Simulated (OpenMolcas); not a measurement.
# Multiplet structure of B²⁺

| Item | Value |
| --- | --- |
| Program | OpenMolcas 26.06 |
| Method | CASSCF |
| Basis | ANO-RCC-VQZP [5s4p3d2f1g] |
| Scalar Hamiltonian | DKH2, point nucleus |
| Active space | 1 electron in 8 orbitals (2s 2p 3s 3p) |
| State averaging | 2S+1 = 2 even, 1 root; 2S+1 = 2 odd, 3 roots |
| Spin-orbit coupling | RASSI with atomic mean-field integrals over the reference wave functions, term energies averaged over their components |

With spin-orbit coupling, above the lowest level:

```csv
Configuration,Term,J,E (cm⁻¹),Measured (cm⁻¹),g,Term weight %
2s,²S,1/2,0.0,0.0,2.002,100
2p,²P°,1/2,48887,48358,0.666,100
2p,²P°,3/2,48917,48393,1.334,100
```

Against the 2 measured excited levels shown (Moore, Atomic Energy Levels, vol. I, NSRDS-NBS 35 (1971 reprint of NBS Circular 467, 1949)) the mean absolute deviation is 530 cm-1; the largest miss in energy is 2p ²P°_1/2: computed 48887, measured 48358 cm⁻¹ (+1.1 %).

With one active electron outside closed inactive shells, the extra shells (3p 3s) add no correlation to the reference. With one active electron the reference holds no correlation, so core polarisation is missing. Computed and measured levels are paired by configuration, term and J; levels that our copy of the source lacks, or whose pairing is in doubt (as where it misses far off the trend of its configuration), stay unpaired and out of the deviations. Levels of configurations outside the active space are missing. The first state left out of the spin-orbit step lies near 190000 cm-1 above the lowest spin-free state of the reference (among the parities and spins computed), and the list stops at four fifths of that energy or lower.

The term weight is that of the spin-free term in the level, not the purity of its configuration. ° marks odd parity.
